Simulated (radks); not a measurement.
Results of a calculation; reference values are marked as such.
All-electron atom: the antimony ion Sb39+ in [Ne] 3s2. Code: a radial shooting solver on a logarithmic mesh with Libxc functionals. Model: scalar-relativistic Kohn-Sham, RPBE, spin-polarised, spherical densities, finite nucleus; Fermi nuclear charge, rms radius 4.6802 fm.

Radial electron density D(r) = 4 pi r^2 rho(r):

```
   r/bohr * D(r) (the largest magnitude, 75.4, reaches the edge; | marks zero)
 0.001362 | *
  0.00169 |  *
 0.002097 |   *
 0.002603 |     *
 0.003256 |        *
 0.004042 |           *
 0.005016 |               *
 0.006225 |                     *
 0.007726 |                           *
 0.009666 |                                 *
    0.012 |                                        *
  0.01489 |                                            *
  0.01848 |                                               *
  0.02293 |                                              *
  0.02869 |                                          *
  0.03561 |                                      *
   0.0442 |                                     *
  0.05485 |                                          *
  0.06862 |                                                 *
  0.08517 |                                                      *
   0.1057 |                                                 *
   0.1312 |                                   *
   0.1628 |                   *
   0.2037 |          *
   0.2528 |       *
   0.3138 |     *
   0.3894 |  *
   0.4833 |*
   0.6046 *
   0.7504 *
   0.9314 *
```

D(r) has 2 maxima, at r = 0.0194, 0.0865 bohr, and minima at 0.0415 bohr, inside which lie 2.07 electrons.
